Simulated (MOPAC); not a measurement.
Input for MOPAC: PM6 on CH5BO (SMILES BOC), a point of a bond scan (R = 1.789 Å).

```
PM6 1SCF PRECISE CHARGE=0 THREADS=1
CH5BO

B     -0.29601612 1     0.11287921 1     1.27194518 1
H     -1.62818743 1     0.73354576 1     2.29127822 1
H      0.69681460 1    -0.37886937 1     1.73084670 1
O     -0.44734906 1     0.21797670 1    -0.05665238 1
C      0.53525936 1    -0.23564232 1    -0.98322630 1
H      1.39622510 1    -0.66492676 1    -0.46632952 1
H      0.08263230 1    -0.98692983 1    -1.63070172 1
H      0.85577534 1     0.60971339 1    -1.59246502 1
```

It printed:

```
*******************************************************************************
 **                                                                           **
 **                              MOPAC v23.2.5                                **
 **                                                                           **
 *******************************************************************************
 ** MOPAC's Digital Object Identifier: https://doi.org/10.5281/zenodo.6511958 **
 **                                                                           **
 ** Please cite the open-source release paper for use of this MOPAC version:  **
 ** J. E. Moussa and J. J. P. Stewart (2026)                                  **
 ** MOPAC: An open-source semiempirical molecular orbital program             **
 ** J. Open Source Softw., 11(119), 8025, https://doi.org/10.21105/joss.08025 **
 *******************************************************************************

                              PM6 CALCULATION RESULTS

 *******************************************************************************
 *  PM6        - The PM6 Hamiltonian to be used
 *
 *
 *
 *                 CHARGE ON SYSTEM = 0
 *
 *
 *
 *  PRECISE    - TIGHTER CRITERIA TO BE USED
 *  1SCF       - DO 1 SCF AND THEN STOP
 *  THREADS=1  - MULTI-THREADING NOT USED
 *  T=         - A TIME OF 172800.0 SECONDS REQUESTED
 *  DUMP=N     - RESTART FILE WRITTEN EVERY 7200.0 SECONDS REQUESTED
 *******************************************************************************
PM6 1SCF PRECISE CHARGE=0 THREADS=1
 CH5BO

   ATOM   CHEMICAL          X               Y               Z
  NUMBER   SYMBOL      (ANGSTROMS)     (ANGSTROMS)     (ANGSTROMS)

     1       B         -0.29601612  *   0.11287921  *   1.27194518  *
     2       H         -1.62818743  *   0.73354576  *   2.29127822  *
     3       H          0.69681460  *  -0.37886937  *   1.73084670  *
     4       O         -0.44734906  *   0.21797670  *  -0.05665238  *
     5       C          0.53525936  *  -0.23564232  *  -0.98322630  *
     6       H          1.39622510  *  -0.66492676  *  -0.46632952  *
     7       H          0.08263230  *  -0.98692983  *  -1.63070172  *
     8       H          0.85577534  *   0.60971339  *  -1.59246502  *



          CARTESIAN COORDINATES

    NO.       ATOM           X           Y           Z

     1         B         -0.2960      0.1129      1.2719
     2         H         -1.6282      0.7335      2.2913
     3         H          0.6968     -0.3789      1.7308
     4         O         -0.4473      0.2180     -0.0567
     5         C          0.5353     -0.2356     -0.9832
     6         H          1.3962     -0.6649     -0.4663
     7         H          0.0826     -0.9869     -1.6307
     8         H          0.8558      0.6097     -1.5925

 General Reference for PM6:
 "Optimization of Parameters for Semiempirical Methods V: Modification of NDDO Approximations
 and Application to 70 Elements", J. J. P. Stewart, J. Mol. Mod., 13, 1173-1213 (2007)
 URL: https://link.springer.com/article/10.1007/s00894-007-0233-4

           Empirical Formula: C H5 O B  =     8 atoms



      MOLECULAR POINT GROUP   :   Cs


      RHF CALCULATION, NO. OF DOUBLY OCCUPIED LEVELS = 9


 -------------------------------------------------------------------------------
 PM6 1SCF PRECISE CHARGE=0 THREADS=1
 CH5BO



     1SCF WAS SPECIFIED, SO BFGS WAS NOT USED
     SCF FIELD WAS ACHIEVED


                              PM6 CALCULATION
                                                       MOPAC v23.2.5 Linux




          FINAL HEAT OF FORMATION =         -0.25825 KCAL/MOL =      -1.08051 KJ/MOL


          COSMO AREA              =         93.20 SQUARE ANGSTROMS
          COSMO VOLUME            =         74.03 CUBIC ANGSTROMS

          IONIZATION POTENTIAL    =          9.267591 EV
          HOMO LUMO ENERGIES (EV) =         -9.268  1.054
          NO. OF FILLED LEVELS    =          9
          MOLECULAR WEIGHT        =         43.8599         POINT GROUP:  Cs

          MOLECULAR DIMENSIONS (Angstroms)

            Atom       Atom       Distance
            H     7    H     2     4.61182
            H     3    H     8     2.39057
            H     6    H     2     1.49857


          SCF CALCULATIONS        =          1





   ATOM   CHEMICAL          X               Y               Z
  NUMBER   SYMBOL      (ANGSTROMS)     (ANGSTROMS)     (ANGSTROMS)

     1       B         -0.29601612  *   0.11287921  *   1.27194518  *
     2       H         -1.62818743  *   0.73354576  *   2.29127822  *
     3       H          0.69681460  *  -0.37886937  *   1.73084670  *
     4       O         -0.44734906  *   0.21797670  *  -0.05665238  *
     5       C          0.53525936  *  -0.23564232  *  -0.98322630  *
     6       H          1.39622510  *  -0.66492676  *  -0.46632952  *
     7       H          0.08263230  *  -0.98692983  *  -1.63070172  *
     8       H          0.85577534  *   0.60971339  *  -1.59246502  *

                             CARTESIAN COORDINATES

   1    B       -0.296016120     0.112879210     1.271945180
   2    H       -1.628187430     0.733545760     2.291278220
   3    H        0.696814600    -0.378869370     1.730846700
   4    O       -0.447349060     0.217976700    -0.056652380
   5    C        0.535259360    -0.235642320    -0.983226300
   6    H        1.396225100    -0.664926760    -0.466329520
   7    H        0.082632300    -0.986929830    -1.630701720
   8    H        0.855775340     0.609713390    -1.592465020


           Empirical Formula: C H5 O B  =     8 atoms



      MOLECULAR POINT GROUP   :   Cs


                  EIGENVALUES
 -30.58498 -25.42423 -18.78090 -16.35092 -16.02893 -13.96766 -11.85569 -11.74936
  -9.26759   1.05401   1.11712   2.83908   4.01483   5.13582   5.14513   5.59957
   5.92009


              NET ATOMIC CHARGES AND DIPOLE CONTRIBUTIONS

  ATOM NO.   TYPE          CHARGE      No. of ELECS.   s-Pop       p-Pop
    1          B          -0.021707        3.0217     1.20175     1.81995
    2          H           0.097633        0.9024     0.90237
    3          H           0.040323        0.9597     0.95968
    4          O          -0.365072        6.3651     1.74173     4.62334
    5          C          -0.173722        4.1737     1.09337     3.08035
    6          H           0.131611        0.8684     0.86839
    7          H           0.145467        0.8545     0.85453
    8          H           0.145467        0.8545     0.85453
 DIPOLE           X         Y         Z       TOTAL
 POINT-CHG.     1.278    -0.611    -0.350     1.459
 HYBRID         0.042    -0.008    -0.520     0.521
 SUM            1.321    -0.619    -0.870     1.698


          ATOMIC ORBITAL ELECTRON POPULATIONS

     Atom    s        px        py        pz
    1  B   1.20175   0.77414   0.38655   0.65926
    2  H   0.90237
    3  H   0.95968
    4  O   1.74173   1.55392   1.69068   1.37874
    5  C   1.09337   0.97881   1.11573   0.98580
    6  H   0.86839
    7  H   0.85453
    8  H   0.85453

 **********************
 *                    *
 * JOB ENDED NORMALLY *
 *                    *
 **********************




 == MOPAC DONE ==
```

The run finished.

Cost: around 0.020 core-seconds (rough).
